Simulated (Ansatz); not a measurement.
Molecule: sum formula CrO$_{2}$F (charge +1, singlet). 
Coordinates optimised at B3LYP-D3(BJ)/def2-TZVP (Ansatz, a first-principles code):
```xyz
4

Cr     0.1099     0.1706     0.1483
O      1.3014    -0.5102    -0.5241
O     -0.4820    -0.8182     1.1519
F     -1.0216     0.7258    -0.9536
```
Charge +1, spin multiplicity 1.

Basis-set convergence of Hartree-Fock and CCSD correlation energies (hartree) with Ansatz. Valence correlation only, unless marked. Spin-orbit coupling is left out. Frozen are the shells of the preceding noble gas and the d and f shells that filled before the atom's block. No relativistic terms. The program attaches cautions to a run behind CCSD/def2-SVPD: large difference. The program attaches cautions to a run behind CCSD/def2-TZVPPD: large difference.

The Hartree-Fock reference is unstable (checked in the largest basis), which strains HF and MP2. The T1 diagnostic of CCSD in the largest basis is 0.066, which is high, so the coupled-cluster rows are less sure than usual.

| basis | functions | E(HF) | E(corr, CCSD) |
|---|---|---|---|
| def2-SVPD | 103 | -1291.46524 | -0.95327 |
| def2-TZVPPD | 187 | ___ | ___ |

What belongs in the gaps?


- def2-TZVPPD, E(HF): -1291.94113
- def2-TZVPPD, E(corr, CCSD): -1.09993
